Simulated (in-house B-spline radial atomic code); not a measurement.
Configurations of Si5+, with energies counted from [He] 2s2 (2p1/2)2 (2p3/2)3. Computed with a radial B-spline atomic code at the basis-set limit: Dirac-Hartree-Fock, average of each configuration as written, Fermi nucleus of rms radius 3.1224 fm. Energies include first-order Breit, QED and recoil terms.

Occupations are held fixed; configurations that lie above the ionisation limit could autoionise.

```tsv
configuration	E - E(ref) (eV)	highest orbital	its <r> (bohr)
[He] 2s2 (2p1/2)1 (2p3/2)4	0.62649	2p3/2	0.5068
[He] 2s2 (2p3/2)4 (3d3/2)1	153.07	3d3/2	1.636
[He] 2s2 (2p1/2)2 (2p3/2)2 5s1	182.19	5s1/2	5.016
[He] 2s1 (2p1/2)1 (2p3/2)4 (6f5/2)1	241.61	6f5/2	7.982
[He] 2s1 (2p1/2)1 (2p3/2)4 (6g7/2)1	241.63	6g7/2	7.332
```

Question: Order these further configurations by energy, lowest first.
A. [He] 2s1 (2p1/2)2 (2p3/2)3 (5f5/2)1
B. [He] 2s2 (2p1/2)2 (2p3/2)2 (5g7/2)1
C. [He] 2s2 (2p1/2)2 (2p3/2)2 (6f5/2)1
D. [He] 2s2 (2p1/2)1 (2p3/2)3 (6g9/2)1
E. [He] 2s1 (2p1/2)1 (2p3/2)4 (6d5/2)1

Answer: B (187.08 eV), D (192.94 eV), C (193.04 eV), A (234.93 eV), E (241.22 eV).

Question: How far above the reference does [He] 2s2 (2p1/2)2 (2p3/2)2 (5d3/2)1 lie?

Answer: 186.36 eV; its least bound orbital is 5d3/2 with <r> = 5.515 bohr.
